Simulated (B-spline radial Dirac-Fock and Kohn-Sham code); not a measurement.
# Lu⁴⁺: photoemission with 4670 eV photons

System: the Lu⁴⁺ ion, configuration [Xe] 4f13.

The run's input, task.json:

```json
{"items": [{
  "Z": 71,
  "q": 4,
  "cfg": [[1, 0, 2], [2, 0, 2], [2, 1, 6], [3, 0, 2], [3, 1, 6], [3, 2, 10], [4, 0, 2], [4, 1, 6], [4, 2, 10], [4, 3, 13], [5, 0, 2], [5, 1, 6]],
  "A": 175,
  "rrms": 5.37,
  "do": ["binding", "quiet", "photo", "scan"],
  "hv": [45.1, 79.0, 219.0, 259.0, 313.0, 331.0, 443.0, 523.0, 529.0, 556.0, 650.0, 794.0, 798.0, 4670.0, 9620.0, 15600.0, 15800.0, 17700.0, 22300.0, 39800.0, 45500.0, 75500.0, 124000.0]
}]}
```

Launch: `python xray_run.py task.json out`

Level of theory: independent-particle photoionisation in a Dirac-Hartree-Slater potential with a Latter tail, all multipoles, thresholds from Dirac-Fock ΔSCF; a radial B-spline solver. The asymmetry parameter β is from the dipole term alone. Kinetic energies are from the vacuum level. Open shells are spread statistically over j, without multiplet splitting.

The last column is dσ/dΩ = σ/(4π) · [1 + β P₂(cos θ)] at θ = 0° from the polarisation vector of linearly polarised light.

```
subshell  electrons  binding (eV)  kinetic (eV)  σ (kb)     β  dσ/dΩ (kb/sr)
      3s          2        2560.7        2109.3    13.2  1.95           3.09
   3p1/2          2        2329.2        2340.8    18.3  1.58           3.76
   3p3/2          4        2090.4        2579.6    35.7  1.65           7.54
   3d3/2          4        1702.6        2967.4    29.6  1.27           5.34
   3d5/2          6        1651.6        3018.4    40.6  1.22           7.17
      4s          2         574.0        4096.0    3.62  1.96          0.851
   4p1/2          2         479.1        4190.9    4.28  1.67          0.909
   4p3/2          4         424.7        4245.3    7.94  1.74           1.73
   4d3/2          4         268.3        4401.7    5.07  1.33          0.937
   4d5/2          6         258.4        4411.6    6.90  1.24           1.23
   4f5/2       5.57         66.17        4603.8   0.579  0.86         0.0856
   4f7/2       7.43         64.41        4605.6   0.720  0.84          0.105
      5s          2         117.0        4553.0   0.656  1.96          0.154
   5p1/2          2         86.63        4583.4   0.644  1.68          0.137
   5p3/2          4         78.83        4591.2    1.16  1.75          0.253
```

Branching ratios of the spin-orbit partners (statistical value in brackets): 3p 1.95 (2.00), 3d 1.37 (1.50), 4p 1.85 (2.00), 4d 1.36 (1.50), 4f 1.24 (1.33), 5p 1.79 (2.00).

Run: 4.7 s of CPU time on 1 thread of Intel(R) Xeon(R) Platinum 8488C (shared host), peak memory 0.41 GiB.

Values without a named source are computed, but for edge energies of neutral atoms, which are taken from tables.
